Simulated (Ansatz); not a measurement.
`[SH][Cd][Cl]` + CH₃SH → `C[S][Cd][Cl]` + H₂S at 700 K and 1 bar (ligand exchange at a Cd–S bond).

Program: Ansatz. Geometries: PBE0-D4/def2-TZVP. ΔE: electronic, gas phase. CCSD(T)/CBS is the MP2 limit (def2-TZVPP, def2-QZVPP) plus CCSD(T) − MP2 in def2-TZVPP, frozen cores. This one scheme is used for every species. Elements past krypton have def2 core potentials. For Cd outer-core shells are correlated without core-valence functions, which leaves a few kJ/mol of doubt a bond. Each species was taken in one conformer, which may not be the lowest.

```tsv
species	CCSD(T)/CBS energy (Eh)	H − E (kJ/mol)	S (J/(mol·K))
`[SH][Cd][Cl]`	-1025.94547	70.1	376.0
CH₃SH	-438.22835	160.2	309.0
`C[S][Cd][Cl]`	-1065.19669	165.8	443.3
H₂S	-398.97279	64.8	236.9
```

H − E and S are ideal-gas, rigid-rotor, harmonic terms from PBE0-D4/def2-TZVP, for one conformer and one mirror image of each species. 1 Eh = 2625.50 kJ/mol, R = 8.31446 J/(mol·K).

Question: By hand: ΔE, ΔH, ΔS and ΔG.

Answer: ΔE = (-1065.19669) + (-398.97279) − (-1025.94547) − (-438.22835) = 0.00434 Eh = 11.4 kJ/mol. Δ(H − E) = 165.8 + 64.8 − 70.1 − 160.2 = 0.3, so ΔH = 11.7 kJ/mol. ΔS = 443.3 + 236.9 − 376.0 − 309.0 = -4.8 J/(mol·K). ΔG = 11.7 − 700 × (-4.8)/1000 = 15.1 kJ/mol.

Question: By hand: the equilibrium constant, and the temperature at which ΔG would vanish if ΔH and ΔS stayed fixed.

Answer: log₁₀ K = −ΔG/(RT ln 10) = -1.1. ΔH and −TΔS have one sign here, so there is no such temperature.

The number of gas molecules stays the same, so ΔS is small and ΔH decides. A doubt of 5 kJ/mol in ΔE shifts log₁₀ K by 0.4 here. Other conformers and mirror images would add mixing entropy, several J/(mol·K) or more a flexible species. These are equilibria of isolated gas molecules and say nothing of rates. Largest T1 diagnostic: 0.013 (customary marks: 0.02 for closed shells, 0.045 for open ones).

ΔS is within the doubt of such terms, so its sign, and with it that verdict, could turn.
